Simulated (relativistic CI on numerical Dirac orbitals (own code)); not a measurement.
## What each ingredient does to the levels of Bi⁹⁺

Base calculation: Dirac-Coulomb-Breit CI, orbitals from a KLI potential per configuration, model QED, unscaled Slater integrals.

Configuration list (outside the closed core [Kr] 4d10 4f14): 5s2 5p6 5d6, 5s2 5p6 5d5 6s, 5s2 5p6 5d5 5f, 5s2 5p5 5d7, 5s2 5p6 5d4 6s2, 5s2 5p6 5d5 6p, 5s2 5p6 5d5 5g, 5s2 5p6 5d4 6s 6p, 5s2 5p4 5d8, 5s2 5p6 5d5 6d, 5s2 5p6 5d4 6p2, 5s2 5p6 5d5 7p, 5s 5p5 5d8. Levels of other configurations are missing.

Variants: (1) QED terms removed; (2) only the first 3 configurations. Shifts of the energy above 5s2 5p6 5d6 5D_4, in cm⁻¹, for the lowest level and the first level of each name with at least 55 % of one term (blank where a level changes its place among those of its configuration and J or its character, or is not in the variant):

| Level | Base | Δ(1) | Δ(2) |
| --- | --- | --- | --- |
| 5s2 5p6 5d6 5D_4 | 0 | 0 | 0 |
| 5s2 5p6 5d6 5D_3 | 19434 | -65 | -476 |
| 5s2 5p6 5d6 5D_1 | 24365 | -67 | +251 |
| 5s2 5p6 5d6 3G_5 | 39365 | -54 | -1172 |
| 5s2 5p6 5d6 3H_6 | 40578 | -56 | -1904 |
| 5s2 5p6 5d6 3D_1 | 58031 | -73 | +1348 |
| 5s2 5p6 5d6 3P_0 | 63056 | -43 | +2611 |
| 5s2 5p6 5d6 3H_5 | 67652 | -126 | -1359 |
| 5s2 5p6 5d6 1F_3 | 69888 | -89 | +1160 |
| 5s2 5p6 5d6 1I_6 | 75059 | -123 | -2262 |
| 5s2 5p6 5d6 3P_1 | 80848 | -127 | +1201 |
| 5s2 5p6 5d6 1G_4 | 84516 | -123 | +206 |
| 5s2 5p6 5d5 6s 7S_3 | 273303 | -948 | -3539 |
| 5s2 5p6 5d5 6s 5G_6 | 319559 | -970 | -3209 |
| 5s2 5p6 5d5 6s 5G_5 | 321306 | -974 | -3218 |
| 5s2 5p6 5d5 6s 5D_0 | 334031 | -991 | -2775 |
| 5s2 5p6 5d5 6s 3I_6 | 346917 | -1015 | -3094 |

At this charge energies of transitions that change n are usually good to better than 1 %, and those within a shell (Δn = 0) to a few per cent. Terms inside the open d or f shell come out 10 to 20 % too wide with unscaled integrals. Levels and lines within the n = 5 or 6 shells can be off by up to 10 % or somewhat more, and those that change n by about 2 %, since core polarisation is missing.

Ionisation energy from the two ground configurations alone: base 161.445 eV. The NIST ASD value (theoretical) is 161.1 eV.

LS names give the leading component of a level, which can be under half, so a name can repeat, a term be missing and a line seem to break the LS rules.
